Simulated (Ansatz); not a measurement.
Compare A (`C=C[Si](C)(F)Cl`) with its isomer B (`C[C@]1(Cl)[SiH2][C@@H]1F`).

Program: Ansatz. Geometries: PBE0-D4/def2-TZVP. ΔE: electronic, gas phase. CCSD(T)/CBS is the MP2 limit (def2-TZVPP, def2-QZVPP) plus CCSD(T) − MP2 in def2-TZVPP, frozen cores. DFT in def2-TZVPP. B3LYP here is the variant with VWN-RPA as its local correlation; programs differ in this. Each species was taken in one conformer, which may not be the lowest.

(1) Which is lower in electronic energy at CCSD(T)/CBS, and by how much? (Best estimate.)

(2) Give E(B) − E(A) in kJ/mol with CCSD(T)/def2-TZVPP, B2PLYP, HF/def2-TZVPP, MP2/def2-TZVPP, B3LYP, CCSD/def2-TZVPP, B3LYP-D4. (An estimate is asked.)

Largest T1 diagnostic: 0.012.

Results:

(1) Ansatz gave: A, by 501.5 kJ/mol.

(2) The calculation gave: CCSD(T)/def2-TZVPP 496.7, B2PLYP 501.1, HF/def2-TZVPP 540.2, MP2/def2-TZVPP 502.5, B3LYP 495.2, CCSD/def2-TZVPP 503.4, B3LYP-D4 494.2. None reverses the order clearly.

From PBE to PBE0 (25 % exact exchange), in def2-TZVPP and without D4, E(B) − E(A) moves by +14.7 kJ/mol. In def2-TZVPP, CCSD(T) changes the Hartree–Fock value by −43.5 kJ/mol (the triples alone add −6.7 kJ/mol) and MP2 by −37.7 kJ/mol.
